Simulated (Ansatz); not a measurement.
Consider the formal hydrolysis of a B–Sn bond: `C[B](C)[SnH3]` + H₂O → `CB(C)O` + `[SnH4]`.

Program: Ansatz. Geometries: PBE0-D4/def2-TZVP. ΔE: electronic, gas phase. CCSD(T)/CBS adds triple-zeta CCSD(T) − MP2 to the extrapolated MP2 energy (def2 sets, frozen cores). This one scheme is used for every species. DFT in def2-TZVPP. B3LYP here is the variant with VWN-RPA as its local correlation; programs differ in this. Elements past krypton have def2 core potentials. For Sn outer-core shells are correlated without core-valence functions, which leaves a few kJ/mol of doubt a bond. One conformer a species, not always the lowest.

`C[B](C)[SnH3]`:

```xyz
13

C     1.328   -0.069   -1.080
B     0.030    0.154   -0.249
C    -1.071    1.152   -0.711
Sn   -0.251   -1.012    1.680
H     2.068    0.612   -0.626
H     1.241    0.231   -2.129
H     1.768   -1.066   -1.015
H    -0.732    1.887   -1.447
H    -1.820    0.523   -1.221
H    -1.616    1.652    0.092
H    -1.712   -0.643    2.498
H    -0.250   -2.706    1.414
H     1.018   -0.715    2.794
```

H₂O:

```xyz
3

O     0.234    0.304   -0.066
H    -0.712    0.250   -0.219
H     0.479   -0.554    0.285
```

`CB(C)O`:

Z-matrix (Å, degrees):
```
C
B 1 1.569
H 1 1.091 2 112.9
H 1 1.097 2 109.3 3 119.9
H 1 1.094 2 111.9 3 -123.4
C 2 1.576 1 122.0 3 167.9
O 2 1.364 1 116.9 3 -11.9
H 6 1.094 2 111.5 1 45.5
H 6 1.094 2 114.6 1 168.7
H 6 1.097 2 109.2 1 -70.9
H 7 0.961 2 112.9 1 -178.5
```

`[SnH4]`:

Cartesian coordinates in Å:
```
Sn 0.000 0.000 0.000
H 0.108 0.617 -1.585
H 1.363 -0.970 0.326
H -1.414 -0.939 0.149
H -0.056 1.292 1.110
```

| level | ΔE (kcal/mol) | difference from CCSD(T)/CBS |
| --- | --- | --- |
| r2SCAN-D4 | -36.9 | -3.4 |
| ωB97X-V | -37.3 | -3.8 |
| ωB97M-V | -37.5 | -4.0 |
| PBE | -35.6 | -2.1 |
| r2SCAN | -37.2 | -3.7 |
| PBE0 | -36.1 | -2.6 |
| B3LYP | -38.5 | -5.0 |
| HF/def2-TZVPP | -41.1 | -7.6 |
| MP2/def2-TZVPP | -35.2 | -1.7 |
| SCS-MP2/def2-TZVPP | -36.5 | -3.0 |
| CCSD(T)/def2-TZVPP | -36.2 | -2.7 |
| HF/def2-QZVPP | -41.0 | -7.5 |
| MP2/def2-QZVPP | -33.6 | -0.1 |
| SCS-MP2/def2-QZVPP | -35.0 | -1.5 |
| MP2/CBS(def2) | -32.5 | 1.0 |
| CCSD/CBS(def2) | -34.0 | -0.5 |
| CCSD(T)/CBS | -33.5 | 0 |

Largest T1 diagnostic among the species: 0.013.

In def2-TZVPP, CCSD(T) changes the Hartree–Fock value by +5.0 kcal/mol (the triples alone add +0.4 kcal/mol) and MP2 by +5.9 kcal/mol. The D4 term adds +1.8 kcal/mol with B3LYP and +1.0 kcal/mol with PBE0; it sums over pairs of atoms, weighted by their polarisabilities, and B3LYP, whose exchange is more repulsive, gets the larger term.
